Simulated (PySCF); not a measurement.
**Spinor energies of Nb²⁵⁺ (niobium, charge +25)**

Start: [Ne] 3s2 3p4; 3p1/2 filled at m_j = -1/2, +1/2; 3p3/2 filled at m_j = +1/2, +3/2. Calculated with PySCF 2.14 in an even-tempered Gaussian basis (19 s from 3.5 bohr⁻², ratio 2.4; 14 p from 4.5 bohr⁻², ratio 2.4; 5 d from 19 bohr⁻², ratio 2.6; 4 f from 28 bohr⁻², ratio 2.6): generalised Hartree-Fock with the X2C-1e Hamiltonian and a Gaussian nucleus; one run each with spin-orbit coupling (SO) switched off, then screened by Boettger's factors.

| spinor shell | electrons | ε, spin-free (eV) | ε, screened SO (eV) | weight of nominal j (screened SO) | rms radius, screened SO (bohr) |
| --- | --- | --- | --- | --- | --- |
| 1s1/2 | 2 | -20240.2 | -20238.4 | 1.000 | 0.0415 |
| 2s1/2 | 2 | -3859.9 | -3859.0 | 1.000 | 0.169 |
| 2p1/2 | 2 | -3565.6 | -3634.5 | 1.000 | 0.147 |
| 2p3/2 | 4 | -3565.6 | -3532.1 | 1.000 | 0.151 |
| 3s1/2 | 2 | -1396.0 | -1395.6 | 1.000 | 0.419 |
| 3p1/2 | 2 | -1303.7 | -1316.3 | 0.950 | 0.407 |
| 3p3/2 | 2 | -1303.7 | -1296.7 | 0.960 | 0.414 |

```
   quantity    spin-free  screened SO
E (hartree)  -3403.13370  -3403.98661
        M_J            2            2
       ⟨J²⟩        6.001        6.003
       ⟨L²⟩        2.001        2.835
       ⟨S²⟩        2.000        1.589
```

Each row is a mean over spinors that exchange with the open shell spreads, by up to 21.814 eV (3s1/2).

Breit and QED terms are absent; they matter most for the inner s and p1/2 levels.

Densities and radii are taken from the X2C orbitals without a picture-change correction, which distorts them close to the nucleus.

Without spin-orbit coupling the j labels of p, d and f shells carry no meaning; the spin-free column gives the mean over the occupied spinors of each nl shell.
